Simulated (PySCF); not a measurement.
A calculated (BHandHLYP, PySCF 2.14, x2c-TZVPPall, the spin-free X2C one-electron Hamiltonian (Gaussian nucleus)) atom or ion has these occupied shells.

```tsv
shell	electrons	orbital energy (eV)	rms radius, mean of both spins (bohr)
1s α	1	-48527.3	0.0254
1s β	1	-48527.3	0.0254
2s α	1	-8048.3	0.103
2s β	1	-8048.2	0.103
2p α	3	-7181.9	0.0923
2p β	3	-7181.9	0.0923
3s α	1	-1816.5	0.266
3s β	1	-1813.6	0.266
3p α	3	-1543.1	0.266
3p β	3	-1540.0	0.266
3d α	5	-1171.2	0.245
3d β	5	-1168.2	0.245
4s α	1	-394.29	0.601
4s β	1	-386.78	0.601
4p α	3	-302.80	0.638
4p β	3	-294.80	0.638
4d α	5	-172.82	0.703
4d β	5	-163.19	0.703
5s α	1	-71.869	1.45
5s β	1	-68.772	1.45
5p α	3	-47.375	1.68
5p β	3	-45.057	1.68
4f α	6	-32.532	0.963
6s α	1	-17.512	3.72
```

Task: Name the element and its charge.

Result: Eu(2+) (europium, charge +2), in [Xe] 4f6 6s1, high-spin 8F determinant (an excited configuration).
